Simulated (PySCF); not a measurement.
Molecule: `InChI=1S/C7H4F2O/c8-5-1-2-7(10)4-6(9)3-5/h1-4H`.

Geometry (Å), atoms numbered from 1 in this order:
```xyz
14

O     2.9044   -0.3044   -0.1699
C     1.6925   -0.1755   -0.0998
C     0.8478   -1.3763   -0.0863
C    -0.4884   -1.5320   -0.0183
C    -1.4970   -0.5321    0.0651
F    -2.7465   -1.0304    0.1188
C    -1.3874    0.8164    0.0983
C    -0.1772    1.5550    0.0522
F    -0.3868    2.8877    0.1013
C     1.1110    1.1606   -0.0303
H     1.4491   -2.2764   -0.1439
H    -0.8838   -2.5412   -0.0249
H    -2.2950    1.4010    0.1657
H     1.8564    1.9472   -0.0500
```

Frames of a GFN2-xTB Langevin trajectory at 300 K; GIAO PBE0/pcSseg-1 shieldings in PySCF 2.14, gas phase, non-relativistic; equivalent atoms averaged within each frame.

Shifts are taken against calculated references (same method and geometry level): $^{17}$O (336.08 ppm) against H2O; TMS for $^{13}$C (186.93 ppm); $^{19}$F (170.95 ppm) against CFCl3. The references are static minima.

Q: How do the shifts (ppm) fluctuate along the trajectory?

A: 
```csv
time (fs),O1,C2,C8,C5,C3,C4,C10,C7,F6,F9
optimised geometry,617.2,182.9,175.1,174.9,156.1,132.7,133.4,118.8,-82.7,-89.4
250,611.7,181.5,177.9,172.5,162.2,133.3,132.3,109.8,-73.5,-81.1
425,613.6,179.6,181.1,177.9,146.0,129.7,136.9,126.2,-80.7,-75.7
625,630.8,182.9,180.3,176.2,149.7,135.9,140.5,124.7,-85.4,-77.6
800,637.2,181.9,180.6,172.3,166.3,137.8,129.5,113.8,-79.6,-75.2
1000,606.7,180.4,172.8,176.6,151.8,135.9,134.9,124.3,-70.6,-97.8
mean of frames,620.0,181.3,178.5,175.1,155.2,134.5,134.8,119.8,-78.0,-81.5
standard deviation,13.2,1.3,3.4,2.5,8.6,3.1,4.2,7.4,5.9,9.4
```

5 frames give an uncertainty of the mean of about the standard deviation over 2.2 at best, since frames this close in time may not be independent; classical motion lacks zero-point vibration, and the reference would need the same averaging.
